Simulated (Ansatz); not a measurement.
FH3HfSe3 (`[F][Hf]([SeH])([SeH])[SeH]`), relaxed with RKS PBE0-D4/def2-TZVP in Ansatz 0.2.0 from a PBE-D4/def2-SVP geometry. The force threshold is 0.005 eV/Å; the program also tests the step.

The species carries charge 0 and has multiplicity 1. Hf: def2 effective core potential.

Start:

```xyz
8

F     1.010   -0.145   -2.548
Hf    0.308   -0.046   -0.778
Se    1.935    1.228    0.767
Se   -1.955    1.191   -0.769
Se   -0.051   -2.411    0.187
H     1.554    0.245    1.820
H    -1.511    1.802    0.515
H    -1.290   -1.864    0.807
```

```csv
step,energy (eV),largest force (eV/Å),largest move (Å)
1,-200103.1575,0.612,0.000
2,-200103.1637,0.481,0.082
3,-200103.1783,0.062,0.031
4,-200103.1787,0.008,0.009
5,-200103.1789,0.022,0.012
6,-200103.1789,0.021,0.023
7,-200103.1790,0.004,0.007
```

End:

```xyz
8

F     0.991   -0.142   -2.500
Hf    0.299   -0.043   -0.754
Se    1.957    1.210    0.754
Se   -1.941    1.211   -0.790
Se   -0.064   -2.415    0.159
H     1.570    0.268    1.819
H    -1.537    1.798    0.500
H    -1.275   -1.888    0.812
```

Hardware: 2 threads of an AMD EPYC 7R13 on a shared host and a share of an NVIDIA H100 80 GB. Wall time 22 s, peak host memory 1 GiB.
